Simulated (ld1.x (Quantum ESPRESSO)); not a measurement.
# Reading a pseudo-wave (hydrogen)

Columns: radius, all-electron u(r) and pseudo u(r) of the 1s shell (level -6.49 eV) of hydrogen in the configuration 1s1; PBE, scalar-relativistic, ultrasoft scheme, ld1.x (Quantum ESPRESSO) 7.5.

```
r (bohr)  all-electron  pseudo
   0.038        0.0702  0.0592
   0.075        0.1335  0.1161
   0.113        0.1935  0.1732
   0.150        0.2473  0.2268
   0.188        0.2982  0.2793
   0.225        0.3436  0.3275
   0.263        0.3864  0.3736
   0.300        0.4244  0.4150
   0.338        0.4601  0.4538
   0.375        0.4916  0.4879
   0.413        0.5210  0.5193
   0.450        0.5468  0.5464
   0.488        0.5706  0.5710
   0.525        0.5914  0.5921
   0.563        0.6105  0.6111
   0.600        0.6269  0.6274
   0.638        0.6417  0.6419
   0.675        0.6543  0.6544
   0.713        0.6655  0.6655
   0.750        0.6747  0.6747
   0.788        0.6827  0.6827
   0.825        0.6891  0.6891
   0.863        0.6943  0.6943
   0.900        0.6982  0.6982
   0.938        0.7011  0.7011
   0.975        0.7028  0.7028
```

(1) How many radial nodes do the two functions have?

(2) At about which radius was the pseudo-wave matched?

(3) Is the pseudo-wave norm-conserving?

Results:

(1) The all-electron 1s function has n − l − 1 = 0; the pseudo-wave has 0.

(2) 0.75 bohr. The columns agree to 0.0005 from 0.60 bohr on; several derivatives are matched, so the curves merge somewhat inside the radius.

(3) No, it belongs to an ultrasoft set: the norm inside the radius is not constrained, and the difference is carried by the augmentation charge.
